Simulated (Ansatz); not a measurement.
Geometry optimisation, RKS BLYP/6-31G (Ansatz 0.2.0).

The input (input.yaml):

```yaml
crystal:
  periodic: [false, false, false]
  atoms:
    - { symbol: Al, position_ang: [0.0, 0.0, 0.0] }
    - { symbol: Cl, position_ang: [0.0, 0.0, 2.23] }
    - { symbol: O, position_ang: [1.5415, 0.0, -0.89] }
    - { symbol: Si, position_ang: [2.3874, -1.376, -1.352] }
    - { symbol: H, position_ang: [1.4599, -2.3514, -1.9176] }
    - { symbol: H, position_ang: [3.3882, -1.0195, -2.3535] }
    - { symbol: H, position_ang: [3.0504, -1.9546, -0.187] }
    - { symbol: O, position_ang: [-1.5415, 0.0, -0.89] }
    - { symbol: H, position_ang: [-2.0512, -0.8467, -0.6815] }
basis:
  gaussian: { orbitals: "6-31G" }
hamiltonian:
  xc: blyp
relax:
  f_tol: 0.02
  max_steps: 40
output:
  orbitals: {}
```

Run as:

```bash
$ ansatz run input.yaml --threads 1 --pin off --max-ram 2048MiB --backend cpu --events-out ev --progress --plain --runs-dir out
```

Where does it end, and by what steps?

It converged. Limits of this set-up: no polarisation functions. After 9 steps the energy has fallen by 0.726 eV; H9 moved furthest, 1.09 Å.

| step | energy less start (eV) | largest force component (eV/Å) | accepted |
| --- | --- | --- | --- |
| 0 | 0.0000 | 2.048 | yes |
| 1 | -0.2489 | 1.225 | yes |
| 2 | -0.3557 | 1.175 | yes |
| 3 | -0.5114 | 0.465 | yes |
| 4 | -0.6021 | 0.301 | yes |
| 5 | -0.6577 | 0.412 | yes |
| 6 | -0.7142 | 0.126 | yes |
| 7 | -0.7231 | 0.193 | yes |
| 8 | -0.7259 | 0.046 | yes |
| 9 | -0.7263 | 0.006 | yes |

```xyz
9
Properties=species:S:1:pos:R:3
Al -0.192 -0.266 0.096
Cl -0.108 0.487 2.174
O 1.216 -0.898 -0.611
Si 2.588 -1.549 -1.407
H 2.169 -2.694 -2.301
H 3.243 -0.475 -2.245
H 3.577 -2.057 -0.382
O -1.677 -0.201 -0.777
H -2.581 0.105 -0.590
```

The run took 35 s on 1 thread of Arm Neoverse V2, with other jobs on the host, peak memory 0.15 GiB.
